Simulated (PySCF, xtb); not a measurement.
BH5N, SMILES B[NH3+], charge +1. Atoms are numbered in the order given.

```xyz
7

B      0.9218    -0.0087     0.0000
N     -0.6333    -0.0076     0.0000
H      1.4314     0.0060     1.0659
H      1.4314     0.0060    -1.0659
H     -0.9596     0.9693     0.0000
H     -1.0394    -0.4422     0.8337
H     -1.0394    -0.4422    -0.8337
```
Charge +1, spin multiplicity 1.

The structure is a stationary point at ωB97X-D3(BJ)/def2-TZVP. The isomer is the one that the SMILES or the coordinates give; other isomers of the formula were not compared.

Computed with PySCF 2.14.0 with C-PCM-ωB97X/def2-SVP.

The values are the electrostatic part of the solvation free energy, E(continuum) − E(gas) at the gas-phase geometry, in a cavity of scaled van der Waals radii (PySCF's table); cavitation and dispersion terms are not included. In vacuum the orbital gap is 13.51 eV.

```csv
solvent,ε,ΔG(elec) (kcal/mol),gap (eV)
water,78.36,-73.2,13.60
ethanol,24.85,-71.1,13.60
benzene,2.27,-41.2,13.56
```

For comparison, GFN2-xTB/ALPB(water) (xtb, at the GFN2-xTB geometry, all terms of that model) gives -72.1 kcal/mol.
